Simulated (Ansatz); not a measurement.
Reaction (redistribution): `BCS[SiH2]F` + `B[Se]CF` → `B[Se][SiH2]F` + `BCSCF`

Program: Ansatz. Geometries: PBE0-D4/def2-TZVP. ΔE: electronic, gas phase. CBS: MP2 limit from def2 TZ/QZ plus the TZ coupled-cluster correction, frozen cores. DFT in def2-TZVPP. B3LYP here is the variant with VWN-RPA as its local correlation; programs differ in this. For Se outer-core shells are correlated without core-valence functions, which leaves a few kJ/mol of doubt a bond. Scalar relativity is left out up to krypton. One conformer a species, not always the lowest.

(1) Is it downhill or uphill in electronic energy at CCSD(T)/CBS, and by how much? (Best estimate.)

(2) What do these levels give: PBE0-D4, ωB97X-V, B2PLYP, PBE, r2SCAN, PBE0, B3LYP, MP2/def2-TZVPP, CCSD(T)/def2-TZVPP, HF/def2-QZVPP, MP2/def2-QZVPP, CCSD/CBS(def2)? (Estimate.)

Largest T1 diagnostic among the species: 0.013.

Results:

(1) The calculation gave: Downhill: ΔE = -5.6 kJ/mol.

(2) The calculation gave: PBE0-D4 -4.7, ωB97X-V -5.3, B2PLYP -2.7, PBE -2.1, r2SCAN -3.2, PBE0 -4.9, B3LYP -2.3, MP2/def2-TZVPP -3.1, CCSD(T)/def2-TZVPP -1.6, HF/def2-QZVPP -8.9, MP2/def2-QZVPP -5.5, CCSD/CBS(def2) -6.7 kJ/mol.

In def2-TZVPP, CCSD(T) changes the Hartree–Fock value by +6.9 kJ/mol (the triples alone add +1.1 kJ/mol) and MP2 by +5.4 kJ/mol.
